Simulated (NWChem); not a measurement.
## Electron attachment to I

```
I
```
Charge 0, spin multiplicity 2.

Everything below was run with NWChem.

Basis set: def2-TZVPD. The species with one electron more has spin multiplicity 1. Δ marks differences of total energies (open shells unrestricted). −ε marks an orbital energy of the parent. That orbital need not have the symmetry of the hole or added electron in the Δ rows. The basis adds only a small set of diffuse functions.

Effective core potentials replace the inner electrons of I; spin-orbit coupling is left out. B3LYP has NWChem's definition, with VWN1-RPA local correlation. The stability of the SCF solutions was not checked. Open-shell Hartree-Fock references start from PBE0 orbitals.

Problem. Order these methods by the vertical electron affinity they give, lowest first: −ε(beta LUMO) of B3LYP, −ε(beta LUMO) of BHandHLYP, −ε(beta LUMO) of PBE, −ε(beta LUMO) of r2SCAN, −ε(beta LUMO) of HF, ΔBHandHLYP.

Solution. −ε(beta LUMO) of HF (1.45 eV), ΔBHandHLYP (3.15 eV), −ε(beta LUMO) of BHandHLYP (4.50 eV), −ε(beta LUMO) of B3LYP (5.91 eV), −ε(beta LUMO) of r2SCAN (6.26 eV), −ε(beta LUMO) of PBE (6.59 eV)
